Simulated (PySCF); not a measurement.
MgTe⁺: one state, many levels of theory

State: ²Π (doublet), unpaired electrons π ↑. Set-up: PySCF, scalar-relativistic core potentials, basis sets Mg def2-SVPD, Te def2-SVPD with ECP28. De refers to Mg⁺ + Te in their high-spin ground configurations, without counterpoise correction. The functionals are run spin-unrestricted. A positive dipole points towards Te; it is taken about the centre of mass and depends on that origin.

```csv
Level,Re (Å),ωe (cm⁻¹),De (eV),μ (D),"CPU s a point (SCF and correlation, without the integrals)"
ROHF,2.600,324,0.58,-12.06,0.14
ROHF-MP2,2.611,321,1.39,n/a,0.33
ROHF-SCS-MP2,2.619,314,1.38,n/a,n/a
PBE,2.612,302,1.95,-10.17,0.74
BLYP,2.632,290,1.87,-9.95,0.52
r²SCAN,2.591,317,1.75,-10.87,1.1
PBE0,2.591,316,1.77,-10.73,1.2
MN15,2.594,314,1.77,-10.81,1.4
BHandHLYP,2.588,317,1.59,-10.95,0.72
CAM-B3LYP,2.579,319,1.69,-10.76,1.3
```

(1) What does a quarter of exact exchange do here, going from PBE to PBE0?

(2) What does the step from GGA to meta-GGA do here, going from PBE to r²SCAN?

(3) What does second-order correlation do here, going from ROHF to ROHF-MP2?

Correlated steps freeze 5 core orbitals. Correlated levels converge slowly with the basis: in double zeta they bind strong bonds too weakly, by up to about 1 eV, and carry superposition errors of some tenths. These are scalar-relativistic numbers at best; spin–orbit coupling would shift them, the dissociation energy most. For an ion De counts to the pair picked by the measured ionisation energies or electron affinities, which need not be the lowest pair at this level. Counting both spins, an empty level lies below a filled one in some of these solutions, because spin and occupation are held. The state is the lowest determinant that a PBE0 search found; another state may lie lower at other levels.

The whole job (state search and all levels along the bond) took about 2.7 min on 1 thread of Arm Neoverse V1 (shared host), peak memory 0.83 GiB.

## Answers

(1) PBE0 less PBE: -2.1 pm in Re, +4.6 % in ωe, -0.18 eV in De. Exact exchange removes part of the self-interaction that spreads semilocal densities, and in most molecules shortens and stiffens the bond and lowers De; so it does here.

(2) r²SCAN less PBE: -2.1 pm in Re, +5.0 % in ωe, -0.20 eV in De. 

(3) ROHF-MP2 less ROHF: +1.1 pm in Re, -0.9 % in ωe, +0.81 eV in De. Correlation nearly always deepens the well. The bond lengthens, as in strong covalent bonds, where excitations into antibonding orbitals dominate.
